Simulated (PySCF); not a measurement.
**From a log to its input**

A PySCF 2.14 run on the atoms Si 0 0 0.147; O 0 0 1.618; F 1.2139 0 -0.7895; F -1.2139 0 -0.7895 (angstrom) printed this (some set-up lines and the per-cycle HOMO/LUMO lines with their warnings removed):

```
PySCF version 2.14.0

[INPUT] verbose = 4
[INPUT] num. atoms = 4
[INPUT] num. electrons = 40
[INPUT] charge = 0
[INPUT] spin (= nelec alpha-beta = 2S) = 0
[INPUT] symmetry False subgroup None
[INPUT] Mole.unit = angstrom

nuclear repulsion = 173.187265344202
number of shells = 33
number of NR pGTOs = 131
number of NR cGTOs = 69
basis = jorge-dzp-dkh
ecp = {}

******** <class 'pyscf.solvent._attach_solvent.PCMDFsfX2C1eRHF'> ********
method = PCMDFsfX2C1eRHF
initial guess = minao
damping factor = 0
level_shift factor = 0
DIIS = <class 'pyscf.scf.diis.CDIIS'>
diis_start_cycle = 1
diis_space = 8
diis_damp = 0
SCF conv_tol = 1e-09
SCF conv_tol_grad = None
SCF max_cycles = 50
direct_scf = False

******** <class 'pyscf.x2c.sfx2c1e.SpinFreeX2CHelper'> ********
approx = 1e
xuncontract = 1
******** <class 'pyscf.solvent.pcm.PCM'> (In testing) ********

WARN: PCM is an experimental feature. It is still in testing.
Features and APIs may be changed in the future.

lebedev_order = 29 (302 grids per sphere)
eps = 2.27
frozen = False
Set gradient conv threshold to 3.16228e-05
Initial guess from minao.
******** <class 'pyscf.df.df.DF'> ********
auxbasis = def2-universal-jkfit
PCM E_diel = -4.99080140027795e-05
Solvent Energy = -4.99080140027795e-05
init E= -564.050033162964
PCM E_diel = -0.0153240984682456
Solvent Energy = -0.0153240984682456
cycle= 1 E= -563.504244569818  delta_E= 0.546  |g|= 0.849  |ddm|= 2.41
PCM E_diel = -0.00386174990619517
Solvent Energy = -0.00386174990619517
cycle= 2 E= -563.581742035189  delta_E= -0.0775  |g|= 0.607  |ddm|=  1.1
PCM E_diel = -0.00780117351036416
Solvent Energy = -0.00780117351036416
cycle= 3 E= -563.648863377328  delta_E= -0.0671  |g|= 0.0622  |ddm|= 0.432
PCM E_diel = -0.00749651828792669
Solvent Energy = -0.00749651828792669
cycle= 4 E= -563.64976263276  delta_E= -0.000899  |g|= 0.0228  |ddm|= 0.0545
PCM E_diel = -0.00755518999789418
Solvent Energy = -0.00755518999789418
cycle= 5 E= -563.649921781805  delta_E= -0.000159  |g|= 0.00646  |ddm|= 0.0258
PCM E_diel = -0.00753511160721139
Solvent Energy = -0.00753511160721139
cycle= 6 E= -563.64995098061  delta_E= -2.92e-05  |g|= 0.00261  |ddm|= 0.0113
PCM E_diel = -0.00753056688868845
Solvent Energy = -0.00753056688868845
cycle= 7 E= -563.649958488718  delta_E= -7.51e-06  |g|= 0.000574  |ddm|= 0.00802
PCM E_diel = -0.0075291717361551
Solvent Energy = -0.0075291717361551
cycle= 8 E= -563.649958777373  delta_E= -2.89e-07  |g|= 0.000149  |ddm|= 0.00143
PCM E_diel = -0.00752899199079585
Solvent Energy = -0.00752899199079585
cycle= 9 E= -563.649958794668  delta_E= -1.73e-08  |g|= 3.92e-05  |ddm|= 0.000317
PCM E_diel = -0.00752899325296427
Solvent Energy = -0.00752899325296427
cycle= 10 E= -563.649958795919  delta_E= -1.25e-09  |g|= 1.05e-05  |ddm|= 7.78e-05
PCM E_diel = -0.00752895027850744
Solvent Energy = -0.00752895027850744
cycle= 11 E= -563.649958796005  delta_E= -8.59e-11  |g|= 2.21e-06  |ddm|= 2.21e-05
PCM E_diel = -0.00752894764145863
Solvent Energy = -0.00752894764145863
Extra cycle  E= -563.649958796009  delta_E= -3.87e-12  |g|= 1.13e-06  |ddm|= 2.94e-06
converged SCF energy = -563.649958796009
**** SCF Summaries ****
Total Energy =                        -563.649958796008605
Nuclear Repulsion Energy =             173.187265344201876
One-electron Energy =                -1128.169297957541858
Two-electron Energy =                  391.339602764972824
Two-electron Coulomb Energy =          440.448758784696565
DFT Exchange-Correlation Energy =      -49.109156019723741
**** MO energy ****
[9 lines left out]
MO #10  energy= -1.66297776918807  occ= 2
MO #11  energy= -1.30098476643184  occ= 2
MO #12  energy= -0.850049979448198 occ= 2
MO #13  energy= -0.783911436887937 occ= 2
MO #14  energy= -0.75971592893544  occ= 2
MO #15  energy= -0.753663665518285 occ= 2
MO #16  energy= -0.719387266137073 occ= 2
MO #17  energy= -0.704843494592611 occ= 2
MO #18  energy= -0.582918977673813 occ= 2
MO #19  energy= -0.506164865898285 occ= 2
MO #20  energy= -0.504596188769245 occ= 2
MO #21  energy= 0.0799763408713167 occ= 0
MO #22  energy= 0.111679710494288  occ= 0
MO #23  energy= 0.240997817725405  occ= 0
[46 lines left out]
 ** Mulliken pop on meta-lowdin orthogonal AOs  **
 ** Mulliken pop  **
pop of  0 Si 1s           2.00000
pop of  0 Si 2s           1.99966
pop of  0 Si 3s           0.58317
pop of  0 Si 4s           0.01584
pop of  0 Si 5s           0.00217
pop of  0 Si 6s           0.00141
pop of  0 Si 7s           0.00017
pop of  0 Si 2px          1.99999
pop of  0 Si 2py          1.99999
pop of  0 Si 2pz          1.99997
pop of  0 Si 3px          0.46626
pop of  0 Si 3py          0.43595
[57 lines left out]
 ** Mulliken atomic charges  **
charge of    0Si =      1.85631
charge of    1O =     -0.87342
charge of    2F =     -0.49145
charge of    3F =     -0.49145
Dipole moment(X, Y, Z, Debye): -0.00000,  0.00000, -2.77054
orbital energies (hartree): [-0.5829 -0.5062 -0.5046  0.08    0.1117  0.241 ]
```

**Question.** Write the input that gave this log.

**Answer.** The input was:

```python
from pyscf import gto, scf, solvent

mol = gto.M(
    atom='Si 0 0 0.147; O 0 0 1.618; F 1.2139 0 -0.7895; F -1.2139 0 -0.7895',
    basis='jorge-dzp-dkh',
    charge=0,
    spin=0,
    verbose=4,
)
mf = scf.RHF(mol)
mf = mf.sfx2c1e()
mf = mf.density_fit(auxbasis='def2-universal-jkfit')
mf = solvent.PCM(mf)
mf.with_solvent.eps = 2.27
mf.kernel()
mf.analyze()
print('orbital energies (hartree):', mf.mo_energy[..., max(0, mol.nelec[1]-3):mol.nelec[0]+3].round(4))
```
